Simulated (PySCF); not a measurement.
Point-charge models of `C=CP(=O)(C=C)C=C` against its computed dipole.

Coordinates (PBE0-D3(BJ)/def2-SVP, Å) and charges (e) from the PBE0/pcSseg-1 density (PySCF):

```
atom       x       y       z  Mulliken      IAO  Hirshfeld  ESP-fitted
  C1  -1.762  -2.073   0.747   -0.1265  -0.2537    -0.0645     -0.2363
  C2  -0.810  -1.611  -0.065   -0.4417  -0.4260    -0.1041     -0.3784
  P3  -0.137   0.036   0.259   +1.0476  +1.5194    +0.4158     +0.9556
  O4  -0.763   0.714   1.441   -0.6293  -0.9253    -0.3847     -0.6149
  C5  -0.346   0.950  -1.287   -0.4417  -0.4260    -0.1040     -0.3743
  C6  -1.001   2.112  -1.250   -0.1263  -0.2537    -0.0644     -0.2367
  C7   1.647  -0.208   0.426   -0.4416  -0.4257    -0.1040     -0.3840
  C8   2.245   0.217   1.540   -0.1263  -0.2540    -0.0646     -0.2369
  H9  -2.212  -3.061   0.609   +0.1326  +0.1554    +0.0564     +0.1613
 H10  -2.112  -1.453   1.580   +0.1575  +0.1723    +0.0529     +0.1624
 H11  -0.430  -2.197  -0.910   +0.1388  +0.1540    +0.0487     +0.1785
 H12   0.065   0.543  -2.219   +0.1388  +0.1540    +0.0487     +0.1744
 H13  -1.161   2.715  -2.149   +0.1326  +0.1554    +0.0564     +0.1610
 H14  -1.396   2.483  -0.298   +0.1573  +0.1723    +0.0531     +0.1627
 H15   2.205  -0.696  -0.382   +0.1388  +0.1539    +0.0486     +0.1798
 H16   3.320   0.098   1.701   +0.1326  +0.1554    +0.0564     +0.1630
 H17   1.652   0.700   2.325   +0.1568  +0.1721    +0.0531     +0.1626
```

Compute μ = Σ q r for each scheme (1 e·Å = 4.803 D) and compare with the dipole of the full density.

The full density gives (1.41, -1.51, -2.64) D, 3.35 D in size; dipole vectors point from the negative to the positive end.

| scheme | μx | μy | μz | size (D) | share of the full size (%) | angle to the full dipole (°) |
| --- | --- | --- | --- | --- | --- | --- |
| Mulliken | 0.68 | -0.71 | -1.24 | 1.58 | 47 | 1 |
| IAO | 1.80 | -1.94 | -3.38 | 4.29 | 128 | 0 |
| Hirshfeld | 0.99 | -1.06 | -1.87 | 2.37 | 71 | 0 |
| ESP-fitted | 1.40 | -1.51 | -2.61 | 3.32 | 99 | 0 |

Which set comes closest?

Length of the difference vector: ESP-fitted 0.03 D, IAO 0.94 D, Hirshfeld 0.99 D, Mulliken 1.77 D. Closest: ESP-fitted. The schemes that divide the density aren't constrained to reproduce the dipole.

What is left for the Hirshfeld atoms' own dipoles?

The Hirshfeld atoms' densities add up to the full density, so μ = Σ q r + Σ (atomic dipoles). The atomic dipoles sum to (1.41, -1.51, -2.64) − (0.99, -1.06, -1.87) = (0.42, -0.45, -0.77) D, 0.99 D in size.

With the origin at the mean of the coordinates, (-0.059, -0.043, 0.122) Å, which are the largest single terms, by size, of the ESP-fitted dipole along the direction of the full one?

O4 +4.95, H15 +1.42, H11 +1.40, H12 +1.37, H10 -1.07 D; all 17 atoms together +3.32 D. The single terms depend on the origin, their sum doesn't.

Give the size of the full dipole in other units.

3.35 D = 1.319 au = 0.698 e·Å = 11.18 × 10⁻³⁰ C·m.

The structure is a single PBE0-D3(BJ)/def2-SVP conformer in the gas phase; no vibrational or solvent corrections.

The run behind these numbers computed NMR shieldings as well. The run took 25 s of wall time on one thread, Arm Neoverse V2 (aarch64) (shared host), and the process peaked at 1.1 GiB of memory.

Conformer computed: `[CH2:1]=[CH:2][P:3](=[O:4])([CH:5]=[CH2:6])[CH:7]=[CH2:8]`: C1–C2–P3–O4 0°, C2–P3–C5–C6 125°, C2–P3–C7–C8 -125°.
